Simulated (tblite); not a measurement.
Compound: C3H6O3Si2.
Numbering: `[CH2:1]=[CH:2][Si@H:3]1[O:4][SiH2:5][O:6][C:7]1=[O:8]` (hydrogens: H9, H10 on C1; H11 on C2; H12 on Si3; H13, H14 on Si5)

Cartesian coordinates in Å at the GFN2-xTB level; atoms count from 1:
```xyz
14
C3H6O3Si2 angstrom
C      2.6518   -0.3245    0.8698
C      1.4629   -0.9071    0.8035
Si     0.1226   -0.4129   -0.4080
O     -1.3278   -1.0213    0.0699
Si    -2.5029    0.0532    0.4579
O     -1.7097    1.4747    0.2239
C     -0.4197    1.4304   -0.1938
O      0.2055    2.4373   -0.3705
H      2.9174    0.4924    0.2200
H      3.4052   -0.6304    1.5791
H      1.2422   -1.7225    1.4833
H      0.2953   -0.7398   -1.8175
H     -3.5556   -0.0488   -0.5317
H     -2.7878   -0.0811    1.8721
```

Calculated harmonic vibrations of the isolated species, GFN2-xTB (tblite), most abundant isotopes, no scaling. The method is semi-empirical: single wavenumbers can be off by several per cent or more. Modes of hydrogen on silicon can be 10 to 20 % off. One conformer, not necessarily the lowest. The optimisation stopped once no atom felt more than 0.01 eV/Å.

Lowest wavenumbers of the output (negative numbers stand for imaginary wavenumbers):
```
mode    cm-1
  1     -28.7
  2      70.1
  3      94.2
  4     141.2
  5     206.0
  6     291.7
  7     367.9
  8     387.0
  9     445.5
 10     460.2
 11     528.7
 12     535.6
 13     584.5
 14     603.2
 15     609.1
```

Question: Is this structure a minimum?

Answer: Not by this Hessian. 1 mode is imaginary beyond 20i (29i cm⁻¹), so at this level the point lies at or near a first-order saddle. The curvature is small, so loose convergence or finite differences may be the whole cause.

Question: Which atoms move in the imaginary mode?

Answer: 29i: C1 (terminal =CH2 carbon) 37 %, H9 (vinylic hydrogen) 20 %, H11 (vinylic hydrogen) 13 %, C2 (alkene CH carbon) 10 %. These are shares of the mass-weighted motion.

Question: What is the remedy?

Answer: Step along that mode in both directions, optimise again with tighter thresholds and repeat the frequencies. The zero-point energy of this point (53.2 kcal/mol) counts the 35 real modes alone, and thermal corrections from it aren't those of a minimum.
